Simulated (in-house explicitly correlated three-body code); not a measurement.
Computed with an exponentially correlated three-body code. Model: two electrons around a point charge, non-relativistic, variational in 260 exponentially correlated functions (energies converged to about 1e-7 hartree, or 1e-8 relative for large Z).

Command:
```bash
python run_hyl.py task.json out
```
Settings (lengths in bohr, energies in hartree):
```
Z                      2
screening              1
interaction_strength   1
functions              260
states_tried           1
```

Cost of the run: 5.7 s on 1 thread of Intel(R) Xeon(R) Platinum 8488C (Sapphire Rapids), on a shared host.

**Ground state only, binding against the one-electron ion.**

Given: nuclear charge 2; Yukawa screening of all interactions 1 1/bohr.

Computed: one-electron threshold -0.592468088 hartree.

```csv
term,energy (hartree),binding (eV)
1 1S,-0.818214182,6.1429
```

**Converged states only, values per electron or pair (inverse distances are <exp(-kr)/r>).**

| term | mean r (bohr) | mean r squared (bohr²) | mean inverse r (1/bohr) | mean r12 (bohr) | mean inverse r12 (1/bohr) | mean cosine | mean p1 dot p2 (bohr⁻²) | delta r1 (bohr⁻³) | delta r12 (bohr⁻³) |
| --- | --- | --- | --- | --- | --- | --- | --- | --- | --- |
| 1 1S | 1.1761 | 2.0491 | 0.80841 | 1.81 | 0.26887 | -0.045759 | 0.078072 | 1.3444 | 0.062176 |
